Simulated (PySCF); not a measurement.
# Correlation energy of Rb³⁺ (rubidium, charge +3)

[Ar] 3d10 4s2 4p4, high-spin 3P determinant. Calculation: PySCF 2.14, in def2-SVP with the def2 core potential (28 electrons) (5s3p2d, 24 functions); a scalar-relativistic core potential. Frozen: 4s2; 4 electrons correlated.

Total MP2 correlation energy: -8.31 mhartree.

Same-spin part -2.99 and opposite-spin part -5.32 mhartree; SCS-MP2 scales them by 1/3 and 6/5 to -7.38 mhartree.

```
  level  correlation energy (mhartree)
   CCSD                          -9.85
    (T)                          -0.04
CCSD(T)                          -9.89
```

Diagnostics: T1 = 0.0023, D1 = 0.0040, largest double amplitude 0.020.

Cost of the coupled-cluster step: 0.3 s of wall time on 1 thread of Neoverse-N1 (shared host), for 4 correlated electrons.
